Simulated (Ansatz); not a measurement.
Molecule: NbO₂Cl, net charge 0, singlet state. SMILES: [O]=[Nb](=[O])[Cl]
Geometry: optimised at B3LYP-D3(BJ)/def2-TZVP (Ansatz, a program for electronic structure).

Quantity: vertical ionisation energy to the doublet, in eV. Terms: 6-31G* and kin with 6d, 5d where marked; valence correlation only (noble-gas shells and the d and f shells of earlier blocks); UHF or UKS for open shells; no dispersion term unless named; each state is the SCF solution reached for its charge and spin; LANL2DZ with its own core potentials from Na on; def2 sets with scalar-relativistic core potentials past Kr; STO-3G and 3-21G all-electron and non-relativistic; no spin-orbit coupling. First-principles rows: single points at B3LYP-D3(BJ) geometries (Ansatz). A UHF reference is markedly spin-contaminated in at least one set, which strains HF and MP2.

| level | program | vertical ionisation energy to the doublet (eV) |
|---|---|---|
| HF/6-31G* with LANL2DZ past Ar | Ansatz | 9.48 |
| PBE/6-31G* with LANL2DZ past Ar | Ansatz | 10.66 |
| B3LYP/STO-3G | Ansatz | 7.73 |
| B3LYP/3-21G | Ansatz | 10.93 |
| B3LYP/6-31G* with LANL2DZ past Ar | Ansatz | 11.00 |
| MP2/6-31G* with LANL2DZ past Ar | Ansatz | 13.04 |
| PBE0/def2-TZVPD | Ansatz | 10.85 |

No value to compare with is used here. The 6 habitual levels span 7.73 (B3LYP/STO-3G) to 13.04 eV (MP2/6-31G* with LANL2DZ past Ar); PBE0/def2-TZVPD gives 10.85.

The levels are drawn from those run, B3LYP/6-31G* more often than the rest, none by its result; left out are runs that failed, that the program found above a lower state of the same kind, or whose <S^2> lies over 0.5 above the pure value.
